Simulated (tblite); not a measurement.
Start geometry of `CC(C)[SiH2]CC[SiH2][SiH3]` from a force field or distance geometry (Å):
```
atom  x, y, z in Å
C1    -3.1125   -0.0331    1.2450
C2    -2.5242    0.0662   -0.1553
C3    -2.1715    1.4914   -0.4026
Si4   -1.1381   -1.1282   -0.2552
C5     0.5490   -0.4351    0.1458
C6     1.5078   -1.2221   -0.7336
Si7    3.2800   -0.7316   -0.5593
Si8    3.3663    1.3273    0.3047
H9    -2.3949    0.4195    1.9373
H10   -4.1405    0.4201    1.3064
H11   -3.1943   -1.1197    1.4894
H12   -3.3220   -0.2309   -0.8612
H13   -3.0533    2.0817    0.0304
H14   -1.2781    1.8595    0.1100
H15   -2.1845    1.7678   -1.5014
H16   -1.3688   -2.2274    0.7103
H17   -1.0689   -1.6971   -1.5965
H18    0.8275   -0.6463    1.2117
H19    0.6039    0.6364   -0.1049
H20    1.4506   -2.2995   -0.3997
H21    1.1896   -1.1139   -1.7822
H22    4.0734   -1.6957    0.2345
H23    3.8629   -0.7571   -1.9167
H24    2.4366    2.2529   -0.3551
H25    4.7762    1.7642    0.1617
H26    3.0066    1.2733    1.7499
```

Task: What comes out of this run: GFN2-xTB geometry optimisation, gas phase in tblite?

Result: 
```
atom  x, y, z in Å
C1    -2.674   -0.109    1.538
C2    -2.662    0.003    0.015
C3    -2.570    1.469   -0.401
Si4   -1.269   -1.046   -0.767
C5     0.431   -0.576   -0.053
C6     1.581   -1.249   -0.802
Si7    3.276   -0.833   -0.033
Si8    3.527    1.459    0.131
H9    -1.758    0.300    1.959
H10   -3.514    0.443    1.958
H11   -2.762   -1.147    1.850
H12   -3.617   -0.386   -0.354
H13   -3.395    2.043    0.021
H14   -1.640    1.911   -0.049
H15   -2.607    1.565   -1.484
H16   -1.531   -2.468   -0.496
H17   -1.266   -0.827   -2.221
H18    0.480   -0.861    1.000
H19    0.574    0.507   -0.086
H20    1.422   -2.329   -0.810
H21    1.556   -0.935   -1.848
H22    3.326   -1.497    1.281
H23    4.312   -1.484   -0.849
H24    2.900    2.179   -0.984
H25    4.933    1.873    0.150
H26    2.926    2.017    1.348
```

The energy falls by 85.2 kJ/mol over 202 L-BFGS steps, the largest force on an atom goes from 2.90 to 0.010 eV/Å, and the atoms move by 0.675 Å rms after alignment. The bond that changes most is C2–Si4 (sp3 carbon bound to silicon to SiH2 silicon), which lengthens by 0.079 Å. Bonds longer at the end by more than 0.005 Å: 7 of 25; shorter: 16. Among the angles that change most is Si4–C5–C6, from 104.7° to 112.3°. Among the dihedrals that turn most is H20–C6–Si7–H23, from 102° to 60°. Rotational constants go from 2048, 466.4, 411.4 to 1803, 441.2, 395.0 MHz. The orientation of the end geometry is arbitrary; only internal coordinates are fixed.

On an Arm Neoverse V2 with one thread, on a shared host, this took 1.9 s wall.

Its GFN2-xTB frequencies are all real (lowest 20 cm⁻¹). One conformer, not necessarily the lowest. 3 starts were optimised and ended at 0.00, 0.34 and 0.56 kcal/mol (GFN2-xTB); the lowest of these is shown.

The numbers are calculated, not measured.
